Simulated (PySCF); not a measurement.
C₃H₉Ga. Atoms are numbered in the order given.

```xyz
13

Ga    -0.0003     0.0013     0.0007
C     -1.3732    -1.4265    -0.1740
H     -1.2790    -1.9057    -1.1646
H     -2.3899    -1.0024    -0.1239
H     -1.2784    -2.2104     0.5926
C     -0.1666     1.6751    -1.0597
H      0.7908     1.9319    -1.5428
H     -0.4146     2.5126    -0.3837
H     -0.9493     1.6188    -1.8313
C      1.5404    -0.2511     1.2322
H      2.2047     0.6251     1.2772
H      2.1378    -1.1219     0.9104
H      1.1837    -0.4740     2.2522
```

Geometry: B3LYP-D3(BJ)/def2-SVP. The isomer is the one that the SMILES or the coordinates give; other isomers of the formula were not compared.

Level of theory: C-PCM-PBE0/def2-SVP (PySCF).

The values are the electrostatic part of the solvation free energy, E(continuum) − E(gas) at the gas-phase geometry, in a cavity of scaled van der Waals radii (PySCF's table); cavitation and dispersion terms are not included. A continuum can't describe solvent molecules that bind to the metal. In vacuum the orbital gap is 6.90 eV. The dipole moment in vacuum is 0.01 D.

Computed values in water (ε = 78.36), chlorobenzene (ε = 5.70), 2-propanol (ε = 19.26):
```tsv
solvent	ε	ΔG(elec) (kcal/mol)	dipole (D)	gap (eV)
water	78.36	-1.7	0.01	7.11
chlorobenzene	5.70	-1.4	0.01	7.08
2-propanol	19.26	-1.6	0.01	7.11
```
